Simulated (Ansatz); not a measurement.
CH6ClFSi2 can be A, `F[SiH2]C[SiH2]Cl`, or B, `FC([SiH3])[SiH2]Cl`.

Isolated molecules relaxed with PBE0-D4/def2-TZVP in Ansatz; ΔE leaves out vibrations. CBS: MP2 limit from def2 TZ/QZ plus the TZ coupled-cluster correction, frozen cores. DFT in def2-TZVPP. Each species was taken in one conformer, which may not be the lowest.

A:

```xyz
11

F    -1.651    2.438    0.050
Si   -0.503    1.470   -0.509
C    -0.441   -0.063    0.538
Si    0.827   -1.333    0.049
Cl    0.728   -2.941    1.330
H     0.778    2.214   -0.445
H    -0.841    1.144   -1.916
H    -1.427   -0.541    0.513
H    -0.244    0.232    1.575
H     2.199   -0.780    0.136
H     0.574   -1.840   -1.321
```

B:

Z-matrix (Å, degrees):
```
C
Si 1 1.900
Si 1 1.883 2 114.0
F 1 1.403 2 108.9 3 -122.5
H 1 1.099 2 108.1 3 120.7
H 2 1.485 1 110.0 3 54.7
H 2 1.486 1 108.0 3 -64.9
H 2 1.483 1 109.2 3 175.3
Cl 3 2.051 1 110.5 2 173.1
H 3 1.483 1 108.3 2 54.4
H 3 1.480 1 110.1 2 -67.4
```

Task: Which isomer does CCSD(T)/CBS put lower? Give the gap. (An estimate is asked.)

Result: The calculation gave: A, by 66.0 kcal/mol.

Task: Give E(B) − E(A) in kcal/mol with ωB97M-V, r2SCAN-D4, CCSD/def2-TZVPP, MP2/def2-TZVPP, PBE0-D4, HF/def2-TZVPP, PBE-D4. (An estimate is asked.)

Result: The calculation gave: ωB97M-V 63.9, r2SCAN-D4 64.0, CCSD/def2-TZVPP 65.6, MP2/def2-TZVPP 68.6, PBE0-D4 62.6, HF/def2-TZVPP 66.6, PBE-D4 59.7. None reverses the order clearly.

Largest T1 diagnostic: 0.011.

From PBE to PBE0 (25 % exact exchange), in def2-TZVPP and without D4, E(B) − E(A) moves by +2.8 kcal/mol.
